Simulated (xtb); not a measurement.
C (SMILES [C-]), charge -1, quartet; GFN2-xTB in xtb.

Input for xtb:
```
$ xtb mol.xyz --gfn 2 --chrg -1 --uhf 3 --ohess --json

# file mol.xyz
1

C      0.00000000     0.00000000     0.00000000
```

Problem. What does xtb print? Leave out banner, timings and long lists.

Solution. 
```
   ID    Z sym.   atoms
    1    6 C      1

           -------------------------------------------------
          |                Calculation Setup                |
           -------------------------------------------------

           -------------------------------------------------
          |                 G F N 2 - x T B                 |
           -------------------------------------------------

          ...................................................
          :                      SETUP                      :
          :.................................................:
          :  # basis functions                   4          :
          :  # atomic orbitals                   4          :
          :  # shells                            2          :
          :  # electrons                         5          :
          :  max. iterations                   250          :
          :  Hamiltonian                  GFN2-xTB          :
          :  restarted?                      false          :
          :  GBSA solvation                  false          :
          :  PC potential                    false          :
          :  electronic temp.          300.0000000     K    :
          :  accuracy                    1.0000000          :
          :  -> integral cutoff          0.2500000E+02      :
          :  -> integral neglect         0.1000000E-07      :
          :  -> SCF convergence          0.1000000E-05 Eh   :
          :  -> wf. convergence          0.1000000E-03 e    :
          :  Broyden damping             0.4000000          :
          :  net charge                         -1          :
          :  unpaired electrons                  3          :
          ...................................................

 iter      E             dE          RMSdq      gap      omega  full diag
   1     -1.9172939 -0.191729E+01  0.106E+01    0.00       0.0  T
   2     -1.9172939  0.000000E+00  0.849E+00    0.00       0.0  T
   3     -1.9172939  0.000000E+00  0.653E+00    0.00       0.0  T
   4     -1.9172939  0.000000E+00  0.523E+00    0.00       0.0  T
   5     -1.9172939  0.000000E+00  0.418E+00    0.00       0.0  T
   6     -1.9172939  0.000000E+00  0.335E+00    0.00       0.0  T
   7     -1.9172939  0.000000E+00  0.268E+00    0.00       0.0  T
   8     -1.9172939  0.000000E+00  0.214E+00    0.00       0.0  T
   9     -1.9172939  0.000000E+00  0.171E+00    0.00       0.0  T
[...]
         :: total energy              -1.917293900799 Eh    ::
         :: total energy              -1.917293900799 Eh    ::
[...]
          :  rotational number                       1      :
          :  scaling factor                  1.0000000      :
          :  rotor cutoff                   50.0000000 cm⁻¹ :
          :  imag. cutoff                  -20.0000000 cm⁻¹ :
          :.................................................:

    mode    ω/cm⁻¹     T·S(HO)/kcal·mol⁻¹    T·S(FR)/kcal·mol⁻¹   T·S(vib)
   ------------------------------------------------------------------------
   ------------------------------------------------------------------------

   temp. (K)  partition function   enthalpy   heat capacity  entropy
                                   cal/mol     cal/K/mol   cal/K/mol   J/K/mol
 298.15  VIB   1.00                    0.000      0.000      0.000
         ROT   1.00                    0.000      0.000      0.000
         INT   1.00                    0.000      0.000      0.000
         TR   0.403E+26             1481.254      4.968     33.385
         TOT                        1481.2539     4.9681    33.3855   139.6848

       T/K    H(0)-H(T)+PV         H(T)/Eh          T*S/Eh         G(T)/Eh
   ------------------------------------------------------------------------
    298.15    0.236053E-02    0.236053E-02    0.158625E-01   -0.135020E-01
   ------------------------------------------------------------------------

         :::::::::::::::::::::::::::::::::::::::::::::::::::::
         ::                  THERMODYNAMIC                  ::
         :::::::::::::::::::::::::::::::::::::::::::::::::::::
         :: total free energy          -1.930795885119 Eh   ::
         ::.................................................::
         :: total energy               -1.917293900799 Eh   ::
         :: zero point energy           0.000000000000 Eh   ::
         :: G(RRHO) w/o ZPVE           -0.013501984320 Eh   ::
         :: G(RRHO) contrib.           -0.013501984320 Eh   ::
         :::::::::::::::::::::::::::::::::::::::::::::::::::::

optimized geometry written to: xtbopt.xyz

           -------------------------------------------------
          | TOTAL ENERGY               -1.917293900799 Eh   |
          | TOTAL ENTHALPY             -1.914933372420 Eh   |
          | TOTAL FREE ENERGY          -1.930795885119 Eh   |
          | GRADIENT NORM               0.000000000000 Eh/α |
          | HOMO-LUMO GAP              -5.350111651166 eV   |
           -------------------------------------------------

normal termination of xtb
```
